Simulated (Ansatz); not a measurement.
`BN([SiH3])[SiH2]Cl` + `N=C=O` → `O=C=N[SiH2]Cl` + `BN[SiH3]` at 600 K and 1 bar (ligand exchange at the Si–N bond).

Computed with Ansatz on PBE0-D4/def2-TZVP structures; ΔE is electronic, products minus reactants. CBS: MP2 limit from def2 TZ/QZ plus the TZ coupled-cluster correction, frozen cores. This one scheme is used for every species. Each species was taken in one conformer, which may not be the lowest.

```csv
species,CCSD(T)/CBS energy (Eh),H − E (kJ/mol),S (J/(mol·K))
`BN([SiH3])[SiH2]Cl`,-1121.76437,263.7,488.4
`N=C=O`,-168.51995,83.3,274.5
`O=C=N[SiH2]Cl`,-918.06992,136.1,415.3
`BN[SiH3]`,-372.22946,214.2,364.4
```

H − E and S are ideal-gas, rigid-rotor, harmonic terms from PBE0-D4/def2-TZVP, for one conformer and one mirror image of each species. 1 Eh = 2625.50 kJ/mol, R = 8.31446 J/(mol·K).

Question: By hand: ΔE, ΔH, ΔS and ΔG.

Answer: ΔE = (-918.06992) + (-372.22946) − (-1121.76437) − (-168.51995) = -0.01506 Eh = -39.5 kJ/mol. Δ(H − E) = 136.1 + 214.2 − 263.7 − 83.3 = 3.3, so ΔH = -36.2 kJ/mol. ΔS = 415.3 + 364.4 − 488.4 − 274.5 = 16.8 J/(mol·K). ΔG = -36.2 − 600 × (16.8)/1000 = -46.3 kJ/mol.

Question: By hand: the equilibrium constant, and the temperature at which ΔG would vanish if ΔH and ΔS stayed fixed.

Answer: log₁₀ K = −ΔG/(RT ln 10) = 4.0. ΔH and −TΔS have one sign here, so there is no such temperature.

ΔH outweighs TΔS. A doubt of 5 kJ/mol in ΔE shifts log₁₀ K by 0.4 here. Other conformers and mirror images would add mixing entropy, several J/(mol·K) or more a flexible species. Modes under 60 cm⁻¹, often nearly free rotors, make the harmonic entropy too high. These are equilibria of isolated gas molecules and say nothing of rates. Largest T1 diagnostic: 0.018 (customary marks: 0.02 for closed shells, 0.045 for open ones).
